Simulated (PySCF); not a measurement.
# Dipole response of In²⁺ (indium, charge +2)

[Kr] 4d10 5s1, 2S determinant. All numbers are calculated (PySCF 2.14, a scalar-relativistic core potential, in aug-cc-pVTZ-PP with ECP28MDF (6s5p4d2f, 55 functions)). Coupled (time-dependent) response in atomic units; α is the mean over directions.

| method | mean α (bohr³) | C₆ (like pair) | S(−4) |
| --- | --- | --- | --- |
| UHF | 17.48 | 74.11 | 235.0 |
| PBE | 13.06 | 54.91 | 109.3 |
| PBE0 | 13.85 | 57.96 | 128.8 |
| B3LYP | 13.14 | 54.61 | 113.3 |
| r2SCANh | 15.38 | 67.92 | 153.6 |

S(−4) is the Cauchy moment in α(ω) = α(0) + S(−4) ω² + …

α(iu) at PBE0:

```
u (hartree)  α(iu) (bohr³)
          0          13.85
     0.0500          13.53
      0.100          12.69
      0.200          10.32
      0.300          8.132
      0.500          5.357
      0.750          3.643
       1.00          2.710
       1.50          1.703
       2.00          1.167
       3.00         0.6337
       5.00         0.2627
```

A single London oscillator, α(iu) = α/(1 + u²/ω²), gives C₆ = (3/4) ω α². Matching the computed C₆ needs ω = 4 × 57.96 / (3 × 13.85²) = 0.403 hartree.

For an ion, C₆ is the dispersion term alone; charge-induced terms of lower order in 1/R come first.

Energies and moments cover only the electrons outside the core potential.
